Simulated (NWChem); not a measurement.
Molecule: GaH, singlet; SMILES [GaH]

Results from NWChem. Low-valent species are run as closed-shell singlets; no triplet was tried in these runs. Each level has its own optimisation; frequencies are unscaled.

For level B3LYP/cc-pVDZ:

```
Quantity                           Value
---------------------------------  -----
highest harmonic frequency (cm⁻¹)   1545
```

How do the values read with level B3LYP/cc-pVTZ instead?


- highest harmonic frequency (cm⁻¹) = 1706
